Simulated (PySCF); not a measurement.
## Löwdin shares of the frontier orbitals

C5H6O2.
Numbering: `[O:1]=[C:2]([OH:3])[C@@H:4]1[CH:5]=[CH:6][CH2:7]1` (hydrogens: H8 on O3; H9 on C4; H10 on C5; H11 on C6; H12, H13 on C7)

Structure used (GFN2-xTB), in Å, numbered top down from 1:
```
atom  x, y, z in Å
O1     2.032    0.778   -1.506
C2     1.341    0.192   -0.716
O3     1.853   -0.621    0.217
C4    -0.154    0.316   -0.634
C5    -0.636    1.075    0.587
C6    -1.312    0.045    1.082
C7    -0.947   -0.883   -0.041
H8     2.820   -0.636    0.150
H9    -0.526    0.701   -1.584
H10   -0.452    2.088    0.890
H11   -1.916   -0.104    1.958
H12   -0.333   -1.735    0.242
H13   -1.776   -1.215   -0.663
```

Method used: PySCF 2.14.0, density-fitted response routines, TDDFT B3LYP/def2-SVPD, vertical, gas phase, core orbitals frozen in the response.

Frontier orbitals with the atoms that hold most of them (Löwdin shares over 4%, at most four atoms; ? is withheld):

```json
{"orbital": "LUMO+2", "ε (eV)": "0.18", "atoms": "O3 26%, H8 15%, C5 12%, C2 12%"}
{"orbital": "LUMO+1", "ε (eV)": "0.02", "atoms": "C2 20%, O3 14%, C5 14%, C6 13%"}
{"orbital": "LUMO", "ε (eV)": "-0.56", "atoms": "?"}
{"orbital": "HOMO", "ε (eV)": "?", "atoms": "C6 28%, C5 28%, O1 14%, C4 7%"}
{"orbital": "HOMO-1", "ε (eV)": "-7.87", "atoms": "?"}
{"orbital": "HOMO-2", "ε (eV)": "-9.02", "atoms": "O1 37%, O3 17%, C5 9%, C2 9%"}
{"orbital": "HOMO-3", "ε (eV)": "-9.44", "atoms": "O3 25%, C7 13%, C5 12%, C4 10%"}
```

(1) Give the leading atoms of the LUMO.

(2) Give the leading atoms of the HOMO-1.

(3) What is the HOMO energy, and the HOMO–LUMO gap?

Answers

(1) C2 (bonded to C and 2 O) 21%; C6 (bonded to 2 C and H) 18%; C5 (bonded to 2 C and H) 18%; O1 (bonded to C) 16%. By element: carbon 56% or more, oxygen 16% or more.

(2) O1 (bonded to C) 50%; C5 (bonded to 2 C and H) 9%; O3 (bonded to C and H) 8%; C4 (bonded to 3 C and H) 8%. By element: oxygen 58%, carbon 16% or more.

(3) ε(HOMO) = -7.36 eV; the gap is 6.80 eV (0.2500 hartree).

Problem. How does S1 compare with the orbital gap of 6.80 eV?

Solution. S1 is at 5.53 eV (f = 0.0069), 1.28 eV below the gap, made of HOMO→LUMO (44%), HOMO-1→LUMO (36%). 

Next come S2 at 6.21 eV (f 0.019), HOMO-1→LUMO (44%), HOMO→LUMO (31%), HOMO→LUMO+1 (11%); S3 at 6.64 eV (f 0.012), HOMO→LUMO+1 (52%), HOMO-1→LUMO+1 (19%), HOMO→LUMO+2 (18%); S4 at 6.75 eV (f 0.024), HOMO→LUMO+2 (51%), HOMO-1→LUMO+1 (23%), HOMO-1→LUMO+2 (12%); S5 at 7.05 eV (f 0.078), HOMO-1→LUMO+2 (38%), HOMO-1→LUMO+1 (37%), HOMO→LUMO+1 (11%).

One conformer stands for the species.
